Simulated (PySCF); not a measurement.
# ²⁹Si chemical shifts

How the numbers were obtained: GIAO PBE0/pcSseg-1 shieldings, GFN2-xTB geometry, in PySCF 2.14 (no relativistic terms, fast rotation and ring inversion assumed for equivalent nuclei, single conformer, no solvent model).

Shieldings were converted by a linear fit to measured shifts: ²⁹Si (scatter 8.9 ppm rms, 25.8 ppm with the 6 outliers that the fit left out vs TMS, solution or neat liquid). A few per cent of atoms miss by over 2 rms, more outside the fitted compound classes.

**Question.** Give the ²⁹Si shifts of `N[Si@@]1(O[SiH3])CC[Si@@H](O)O1`, `C#C[Si@]([SiH3])(P)N([SiH3])[SiH3]`, `C[C@@H](CC#N)[SiH2]Cl`, `CCO[SiH2]OC(C)C`, `CC[Si@@H]1O[SiH2]O[Si@H](N)O1`, `CCN[SiH]1O[SiH2]O[SiH2]O1`, `C#C[Si@@](F)(CC)[SiH2]O`, `C=C(C)[Si@@H](Cl)[C@H](F)[SiH3]`.

**Answer.** 
| compound | environment | δ (ppm) |
| --- | --- | --- |
| [NH2:1][Si@@:2]1([O:3][SiH3:4])[CH2:5][CH2:6][Si@@H:7]([OH:8])[O:9]1 | Si7: silicon bonded to C, 2 O, H, in a 5-membered ring | -17.1 |
| [NH2:1][Si@@:2]1([O:3][SiH3:4])[CH2:5][CH2:6][Si@@H:7]([OH:8])[O:9]1 | Si2: silicon bonded to C, N, 2 O, in a 5-membered ring | -29.8 |
| [NH2:1][Si@@:2]1([O:3][SiH3:4])[CH2:5][CH2:6][Si@@H:7]([OH:8])[O:9]1 | Si4: silicon bonded to O, 3 H | -43.5 |
| [CH:1]#[C:2][Si@:3]([SiH3:4])([PH2:5])[N:6]([SiH3:7])[SiH3:8] | Si3: silicon bonded to C, N, P, Si | -23.6 |
| [CH:1]#[C:2][Si@:3]([SiH3:4])([PH2:5])[N:6]([SiH3:7])[SiH3:8] | Si7/8: silicon bonded to N, 3 H (×2) | -47.8 |
| [CH:1]#[C:2][Si@:3]([SiH3:4])([PH2:5])[N:6]([SiH3:7])[SiH3:8] | Si4: silicon bonded to Si, 3 H | -97.4 |
| C[C@@H](CC#N)[SiH2]Cl | silicon bonded to C, Cl, 2 H | -17.8 |
| CCO[SiH2]OC(C)C | silicon bonded to 2 O, 2 H | -41.9 |
| [CH3:1][CH2:2][Si@@H:3]1[O:4][SiH2:5][O:6][Si@H:7]([NH2:8])[O:9]1 | Si3: silicon bonded to C, 2 O, H, in a 6-membered ring | -27.6 |
| [CH3:1][CH2:2][Si@@H:3]1[O:4][SiH2:5][O:6][Si@H:7]([NH2:8])[O:9]1 | Si5: silicon bonded to 2 O, 2 H, in a 6-membered ring | -39.5 |
| [CH3:1][CH2:2][Si@@H:3]1[O:4][SiH2:5][O:6][Si@H:7]([NH2:8])[O:9]1 | Si7: silicon bonded to N, 2 O, H, in a 6-membered ring | -50.3 |
| [CH3:1][CH2:2][NH:3][SiH:4]1[O:5][SiH2:6][O:7][SiH2:8][O:9]1 | Si6/8: silicon bonded to 2 O, 2 H, in a 6-membered ring (×2) | -39.4 |
| [CH3:1][CH2:2][NH:3][SiH:4]1[O:5][SiH2:6][O:7][SiH2:8][O:9]1 | Si4: silicon bonded to N, 2 O, H, in a 6-membered ring | -54.1 |
| [CH:1]#[C:2][Si@@:3]([F:4])([CH2:5][CH3:6])[SiH2:7][OH:8] | Si3: silicon bonded to 2 C, F, Si | -3.8 |
| [CH:1]#[C:2][Si@@:3]([F:4])([CH2:5][CH3:6])[SiH2:7][OH:8] | Si7: silicon bonded to O, Si, 2 H | -35.4 |
| [CH2:1]=[C:2]([CH3:3])[Si@@H:4]([Cl:5])[C@H:6]([F:7])[SiH3:8] | Si4: silicon bonded to 2 C, Cl, H | -7.8 |
| [CH2:1]=[C:2]([CH3:3])[Si@@H:4]([Cl:5])[C@H:6]([F:7])[SiH3:8] | Si8: silicon bonded to C, 3 H | -69.5 |
